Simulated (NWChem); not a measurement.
All runs are NWChem calculations. System: AlClI2, charge 0, spin multiplicity 1, at a geometry optimised with PBE/def2-SVP with def2 effective core potentials on I. The structure started from a generated list of species. Level: RHF/def2-TZVP with def2 effective core potentials on I.

Input file:

```
start mol
memory heap 200 mb stack 800 mb global 1000 mb
geometry units angstroms nocenter noautoz
  Al     0.000000     0.000000    -0.685668
  Cl     0.000000     0.000000    -2.791163
  I     -2.146179     0.000000     0.531731
  I      2.146179     0.000000     0.531731
  symmetry group C2v
end
basis spherical
  * library def2-tzvp
end
ecp
  I library def2-ecp
end
scf
  rhf
  nopen 0
  maxiter 100
  thresh 1e-7
  semidirect memsize 60000000 filesize 0
end
task scf energy
```

NWChem printed:

```
             Northwest Computational Chemistry Package (NWChem) 7.3.0
             --------------------------------------------------------

                                NWChem Input Module
                                -------------------

 Scaling coordinates for geometry "geometry" by  1.889725989
 (inverse scale =  0.529177249)

 Turning off AUTOSYM since
 SYMMETRY directive was detected!

                             Geometry "geometry" -> ""
                             -------------------------

 Output coordinates in angstroms (scale by  1.889725989 to convert to a.u.)

  No.       Tag          Charge          X              Y              Z
 ---- ---------------- ---------- -------------- -------------- --------------
    1 Al                  13.0000     0.00000000     0.00000000    -0.68566800
    2 Cl                  17.0000     0.00000000     0.00000000    -2.79116300
    3 I                   53.0000    -2.14617900     0.00000000     0.53173100
    4 I                   53.0000     2.14617900     0.00000000     0.53173100

 Effective nuclear repulsion energy (a.u.)     938.4451479594

            Nuclear Dipole moment (a.u.)
            ----------------------------
        X                 Y               Z
 ---------------- ---------------- ----------------
     0.0000000000     0.0000000000     0.0000585815

      Symmetry information
      --------------------

 Group name             C2v
 Group number             16
 Group order               4
 No. of unique centers     3

      Symmetry unique atoms

     1    2    3


 Summary of "ao basis" -> "" (spherical)
 ------------------------------------------------------------------------------
       Tag                 Description            Shells   Functions and Types
 ---------------- ------------------------------  ------  ---------------------
 *                         def2-tzvp                  on all atoms

 Summary of "ao basis" -> "ao basis" (spherical)
 ------------------------------------------------------------------------------
       Tag                 Description            Shells   Functions and Types
[...]
    92      0.314864  3 I  pz               142     -0.314864  4 I  pz
    90      0.252060  3 I  px               140      0.252060  4 I  px
    86     -0.248558  3 I  pz               136      0.248558  4 I  pz
    84     -0.204649  3 I  px               134     -0.204649  4 I  px
    89      0.193242  3 I  pz               139     -0.193242  4 I  pz

 Vector   41  Occ=0.000000D+00  E= 4.124306D-02  Symmetry=b2
              MO Center=  2.4D-14, -9.1D-16, -5.0D-01, r^2= 5.4D+00
   Bfn.  Coefficient  Atom+Function         Bfn.  Coefficient  Atom+Function
  ----- ------------  ---------------      ----- ------------  ---------------
    19      0.900281  1 Al py                16      0.373341  1 Al py
    94     -0.294180  3 I  py               144     -0.294180  4 I  py
    56     -0.255984  2 Cl py

 Vector   42  Occ=0.000000D+00  E= 4.588794D-02  Symmetry=a1
              MO Center= -3.5D-13, -5.4D-15, -2.0D-01, r^2= 7.4D+00
   Bfn.  Coefficient  Atom+Function         Bfn.  Coefficient  Atom+Function
  ----- ------------  ---------------      ----- ------------  ---------------
     5      1.552163  1 Al s                 80     -0.498810  3 I  s
   130     -0.498810  4 I  s                 93     -0.474816  3 I  px
   143      0.474816  4 I  px                 4      0.355309  1 Al s
    42     -0.288787  2 Cl s                 57     -0.264313  2 Cl pz
     3     -0.241313  1 Al s                 95      0.231099  3 I  pz

 Vector   43  Occ=0.000000D+00  E= 1.347834D-01  Symmetry=a1
              MO Center= -1.6D-12,  1.5D-14, -6.6D-01, r^2= 8.2D+00
   Bfn.  Coefficient  Atom+Function         Bfn.  Coefficient  Atom+Function
  ----- ------------  ---------------      ----- ------------  ---------------
    20      1.437569  1 Al pz                42      0.714961  2 Cl s
    93     -0.484567  3 I  px               143      0.484567  4 I  px
    80     -0.448494  3 I  s                130     -0.448494  4 I  s
    57      0.248343  2 Cl pz                17      0.238488  1 Al pz
     4      0.154510  1 Al s

 center of mass
 --------------
 x =   0.00000000 y =   0.00000000 z =   0.11281226

 moments of inertia (a.u.)
 ------------------
        1270.395193454917           0.000000000000           0.000000000000
           0.000000000000        5445.068936134114           0.000000000000
           0.000000000000           0.000000000000        4174.673742679198

  Mulliken analysis of the total density
  --------------------------------------

    Atom       Charge   Shell Charges
 -----------   ------   -------------------------------------------------------
    1 Al  13    12.28   2.00  0.65  1.33  0.68  0.07  2.92  2.28  0.81  0.86  0.15  0.18  0.27  0.08
    2 Cl  17    17.29   2.01  0.45  1.52  1.08  0.85  4.18  1.69  1.07  2.88  1.53  0.01  0.02  0.00
    3 I   25    25.22   0.18 -0.77  1.58  1.01  1.08  0.83 -0.49  6.45  1.34  2.91  1.05  9.22  0.76  0.05  0.00  0.00
    4 I   25    25.22   0.18 -0.77  1.58  1.01  1.08  0.83 -0.49  6.45  1.34  2.91  1.05  9.22  0.76  0.05  0.00  0.00

       Multipole analysis of the density wrt the origin
       ------------------------------------------------

     L   x y z        total         open         nuclear
     -   - - -        -----         ----         -------
     0   0 0 0     -0.000000      0.000000     80.000000

     1   1 0 0      0.000000      0.000000      0.000000
     1   0 1 0      0.000000      0.000000      0.000000
     1   0 0 1      0.205340      0.000000    -56.270191

     2   2 0 0    -59.941404      0.000000    822.431163
     2   1 1 0      0.000000      0.000000      0.000000
     2   1 0 1      0.000000      0.000000      0.000000
     2   0 2 0    -57.350897      0.000000      0.000000
     2   0 1 1     -0.000000      0.000000      0.000000
     2   0 0 2    -62.589774      0.000000    545.261403

 Task  times  cpu:       10.5s     wall:       10.5s

 Total times  cpu:       10.5s     wall:       10.5s
```
